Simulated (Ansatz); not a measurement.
Consider the substitution at a C–O bond: `COB(C)S` + `N[SiH](O)Cl` → `CO[SiH](N)Cl` + `CB(O)S`.

Isolated molecules relaxed with PBE0-D4/def2-TZVP in Ansatz; ΔE leaves out vibrations. CCSD(T)/CBS is the MP2 limit (def2-TZVPP, def2-QZVPP) plus CCSD(T) − MP2 in def2-TZVPP, frozen cores. Functionals use def2-TZVPP. B3LYP here is the variant with VWN-RPA as its local correlation; programs differ in this. Each species was taken in one conformer, which may not be the lowest.

| level | ΔE (eV) |
| --- | --- |
| PBE-D4 | 0.08 |
| r2SCANh-D4 | 0.08 |
| PBE-QIDH | 0.08 |
| B3LYP | 0.06 |
| r2SCANh | 0.08 |
| HF/def2-SVP | -0.02 |
| SCS-MP2/def2-TZVPP | 0.09 |
| HF/CBS(def2) | 0.03 |

Problem. What does CCSD(T)/CBS give? (An estimate is asked.)

Solution. Ansatz gave: +0.10 eV. The listed levels differ from it by -0.02, -0.02, -0.02, -0.04, -0.02, -0.12, -0.01, -0.07 eV.

Largest T1 diagnostic among the species: 0.012.

At CCSD(T), def2-SVP lies −0.07 eV from the extrapolated value and def2-TZVPP −0.01 eV. Leaving LDA and LC-ωPBE aside and taking each functional with its dispersion term where it has one, the values, not all of them listed here, spread over 0.02 eV, from BHLYP-D4 to PBE-QIDH. LDA lies +0.03 eV from PBE without D4.
